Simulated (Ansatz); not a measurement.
## Relaxing a trial structure of AlBrH2OZn

The starting geometry of this gas-phase singlet was optimised with GFN2-xTB.

| atom | x (Å) | y (Å) | z (Å) |
| --- | --- | --- | --- |
| Al | 1.2984 | -0.7292 | 0.1660 |
| Br | 0.2796 | 1.4027 | 0.2441 |
| O | 0.2448 | -1.4765 | -0.8128 |
| Zn | -1.1040 | -0.3215 | -1.3080 |
| H | -2.3268 | 0.0062 | -2.0188 |
| H | 2.5493 | -0.8361 | 0.9715 |

Task: Predict what it relaxes into with PBE0-D3(BJ)/pcseg-1.

Result: A bond breaks, leaving `[ZnH][O][AlH][Br]`. Contacts that open: Br2–Zn4 (2.70 → 4.31 Å).

The energy falls by 0.45 eV over 15 steps:

```csv
step,E − E(last) (eV)
1,0.446
3,0.124
4,0.051
6,0.018
7,0.011
9,0.001
10,0.000
12,0.000
13,0.000
15,0.000
```

Final geometry (Å):

```xyz
6

Al    1.2836   -0.3656    0.2861
Br    1.0321    1.8197    0.8896
O     0.1333   -1.0495   -0.7309
Zn   -1.3744   -0.7153   -1.6306
H    -2.6552   -0.4841   -2.4136
H     2.5219   -1.1596    0.8414
```

Frequencies at the end are all real (lowest 26 cm⁻¹). Run with Ansatz 0.2.0, 3.8 min on 1 thread of Intel(R) Xeon(R) Processor @ 2.50GHz (Skylake/Cascade Lake) (shared host).
